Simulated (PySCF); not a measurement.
C2H7ClOSi, SMILES C[C@@H](O)[SiH2]Cl. Atoms are numbered in the order given.

```xyz
12

C     -2.3410    -0.6259     0.7231
C     -1.2193     0.1513     0.0293
O     -1.1300     1.5062     0.4782
Si     0.4805    -0.7086     0.2204
Cl     1.9187     0.2488    -0.9419
H     -2.1301    -0.7667     1.8058
H     -2.4819    -1.6315     0.2762
H     -3.2959    -0.0677     0.6369
H     -1.4407     0.2179    -1.0586
H     -0.9314     1.4799     1.4339
H      0.4483    -2.1608    -0.1725
H      0.8879    -0.5827     1.6652
```
Charge 0, spin multiplicity 1.

Geometry: PBE-D3(BJ)/def2-SVP. The structure was generated by enumeration; whether it is a known compound was not checked. One conformer was computed; it need not be the lowest.

Two levels are set side by side: PBE/pcSseg-1 (PySCF) and KT2/pcSseg-1 (PySCF). GIAO shifts against H2O (¹⁷O), HCl (³⁵Cl), TMS (²⁹Si), TMS (¹H), TMS (¹³C) at the same level; non-relativistic, no solvent, atoms listed together averaged. Without spin–orbit terms, shifts of atoms bonded to Cl or Br come out too high at both levels. Differences are taken from unrounded values.

```csv
quantity,PBE
δ(¹³C) of C1 (ppm),24.7
δ(¹³C) of C2 (ppm),71.9
δ(¹⁷O) of O3 (ppm),71.8
δ(²⁹Si) of Si4 (ppm),-1.8
δ(³⁵Cl) of Cl5 (ppm),-39.1
δ(¹H) of H9 (ppm),4.20
δ(¹H) of H10 (ppm),-0.07
```

Problem. These are the PBE values. What does KT2 give? (An estimate is asked for; the answer gives what the named calculation found.)

Solution. 
```csv
quantity,KT2,PBE minus KT2
δ(¹³C) of C1 (ppm),24.5,0.2
δ(¹³C) of C2 (ppm),70.6,1.3
δ(¹⁷O) of O3 (ppm),71.3,0.5
δ(²⁹Si) of Si4 (ppm),-3.4,1.6
δ(³⁵Cl) of Cl5 (ppm),-38.9,-0.2
δ(¹H) of H9 (ppm),4.18,0.02
δ(¹H) of H10 (ppm),-0.05,-0.02
```

Rough cost on one machine, each run with all the roots and properties that it gave: KT2 against PBE within a factor of 2.
